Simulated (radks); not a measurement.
Q: These are the eigenvalues of the occupied orbitals of an atom or ion with whole-number occupations (eV). Method: scalar-relativistic Kohn-Sham, PBE, spin-polarised, spherical densities, finite nucleus; Fermi nuclear charge, rms radius of each element as measured or else 0.836 A^(1/3) + 0.57 fm; computed with a radial shooting solver on a logarithmic mesh with Libxc functionals.

1s down: -17824.49
1s up: -17824.49
2s up: -2469.694
2s down: -2469.552
2p up: -2202.340
2p down: -2202.237
3s up: -404.6348
3s down: -404.5582
3p up: -317.5355
3p down: -317.4506
3d up: -174.6084
3d down: -174.4757
4s up: -54.8117
4s down: -53.8634
4p up: -32.8522
4p down: -31.7463
5s up: -4.6995
4d up: -4.0585
5s down: -4.0473

Which element is it, and in what charge state? The configuration may be excited. Open shells, if any, are filled with parallel spins first.

A: Z = 40, zirconium, charge 0: Zr in [Kr] 4d2 5s2. The list shows which subshells hold electrons but not how many an open one holds; the 1s level, -655.04 hartree, gives Z - s = 36.2 by -(Z - s)^2/2, which with screening and relativity narrows Z to a few neighbours, and the depths of the outer levels then fix element, charge and occupations together.
